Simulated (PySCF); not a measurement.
From one molecule to another.

First species: WO2(OtBu)2, C8H18O4W (singlet state).
SMILES: `CC(C)(C)[O][W](=[O])(=[O])[O]C(C)(C)C`

Second species: C2H5PSe.
Cartesian coordinates in Å at the PBE0-D3(BJ)/def2-SVP level; atoms count from 1:
```xyz
9
C2H5PSe angstrom
Se     2.532    1.160   -0.723
P      0.910    0.376    0.320
C     -0.233   -0.931   -0.199
C     -0.847    0.466   -0.112
H      0.933    0.297    1.734
H     -0.538   -1.683    0.536
H     -0.058   -1.330   -1.204
H     -1.575    0.669    0.680
H     -1.066    0.966   -1.061
```

Levels: CAM-B3LYP/def2-SVPD for HOMO energy, LUMO energy, HOMO–LUMO gap and static isotropic polarisability; TDDFT CAM-B3LYP/def2-SVPD for lowest singlet excitation; TDA CAM-B3LYP/def2-SVPD for lowest triplet excitation (Tamm–Dancoff). Geometries: PBE0-D3(BJ)/def2-SVP. All species are isolated and taken at one optimised geometry (atoms past krypton carry core potentials, spin–orbit coupling is left out). Electronic properties by PySCF.

Values for the first species:

```
HOMO energy                              : -9.81 eV
LUMO energy                              : -0.12 eV
HOMO–LUMO gap                            : 9.69 eV
Lowest singlet excitation                : 5.69 eV
Lowest triplet excitation (Tamm–Dancoff) : 5.06 eV
Static isotropic polarisability          : 150.3 au
```

**Question.** Estimate the same properties for the second species, and the change in each.

**Answer.** 
| property | first | second | second less first |
| --- | --- | --- | --- |
| HOMO energy | -9.81 eV | -7.36 eV | +2.45 eV |
| LUMO energy | -0.12 eV | 0.50 eV | +0.62 eV |
| HOMO–LUMO gap | 9.69 eV | 7.86 eV | -1.83 eV |
| lowest singlet excitation | 5.69 eV | 4.32 eV | -1.37 eV |
| lowest triplet excitation (Tamm–Dancoff) | 5.06 eV | 3.82 eV | -1.24 eV |
| static isotropic polarisability | 150.3 au | 79.9 au | -70.4 au |

On the first: In wavenumbers S1 is 45900 cm⁻¹ (1 eV = 8065.54 cm⁻¹). S1 lies 4.00 eV below the HOMO–LUMO gap; its leading configuration is HOMO→LUMO+1, weight 0.55, beside HOMO→LUMO, weight 0.33. Atoms past krypton carry effective core potentials; spin–orbit coupling is left out.

On the second: No computed singlet falls in the visible range (750 to 380 nm, 1.65 to 3.26 eV); S1 lies 1.06 eV above its blue end. The polarisability is 11.84 Å³ as a volume (1 au = 0.148185 Å³), or 1.21 au for each of the 66 electrons. The calculation is non-relativistic and has no spin–orbit coupling, an omission that weighs most on selenium.
